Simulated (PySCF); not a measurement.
Run times: cobalt in cc-pVTZ

Measured wall times of calculations with PySCF 2.14 in cc-pVTZ (7s6p4d2f1g, 68 functions), with the non-relativistic Hamiltonian (point nucleus), run from one Python driver. Hardware: 1 thread of Neoverse-V2 on a shared host, 1.3 GiB allowed. The two-electron integrals over 68 functions were computed once and kept in memory (0.77 CPU seconds with the set-up); the times below exclude them. Kohn-Sham runs start from converged Hartree-Fock orbitals.

Launch command (the driver calls PySCF for each step listed in the task file):

```bash
OMP_NUM_THREADS=1 python atomrun2.py TASK.json OUT
```

| species | step | iterations | wall time (s) |
| --- | --- | --- | --- |
| Co [Ar] 3d7 4s2 | UHF | 7 | 0.5 |
| Co [Ar] 3d7 4s2 | B3LYP | 7 | 1.5 |
| Co [Ar] 3d7 4s2 | MP2 (9 electrons) |  | 0.13 |
| Co+ [Ar] 3d8 | UHF | 8 | 0.46 |
| Co+ [Ar] 3d8 | B3LYP | 7 | 1.5 |
| Co+ [Ar] 3d8 | r2SCAN | 7 | 3 |
| Co+ [Ar] 3d8 | MP2 (8 electrons) |  | 0.13 |

Task: Roughly how long does r2SCAN take for Co [Ar] 3d7 4s2 here?

Result: About 3 s.

Peak memory of the process: 0.27 GiB. Times on a shared host vary from run to run.
